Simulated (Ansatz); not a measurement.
[FeNF4]- (FeNF₄⁻), relaxed as a triplet with UKS B3LYP-D4/def2-SVPD in Ansatz, starting from the B3LYP-D4/def2-SVPD geometry of the charge -1 singlet. Force threshold 0.02 eV/Å.

The charge -1 triplet is spin-contaminated (final ⟨S²⟩ up to 2.48, 2.00 for a pure state). At B3LYP-D4/def2-SVPD a singlet of charge -1 lies 0.41 eV below the triplet, each at its own geometry.

Start:

Cartesian coordinates in Å:
```
Fe 0.036 -0.034 -0.041
N 0.864 -0.815 -0.965
F 0.813 -0.250 1.572
F -1.220 -1.188 0.543
F -1.263 0.675 -1.069
F 0.770 1.613 -0.040
```

```csv
step,energy (eV),largest force component (eV/Å),SCF passes
1,-46733.9577,7.209,112
2,-46734.2259,4.228,51
3,-46734.4103,0.559,66
4,-46734.4248,0.240,76
5,-46734.4283,0.232,48
6,-46734.4314,0.173,45
7 (rejected),-46734.4280,0.157,42
8,-46734.4329,0.014,45
```

Force components are those of the run's own axes.

End:

```tsv
atom	x (Å)	y (Å)	z (Å)
Fe1	-0.0369	0.0348	0.0412
N2	0.8734	-0.8238	-0.9751
F3	0.7806	-0.2216	1.5997
F4	-1.1898	-1.2880	0.4839
F5	-1.2885	0.7007	-1.0326
F6	0.8612	1.5979	-0.1171
```

By distances, no bond broke or formed. The bond that changes most is Fe1–N2, from 1.47 to 1.61 Å (atoms count from 1).

No frequencies were taken in this run, so the end may be a saddle point.

Hardware: 4 threads of Intel Xeon on a shared host. Wall time 75 s, peak host memory 0.61 GiB.
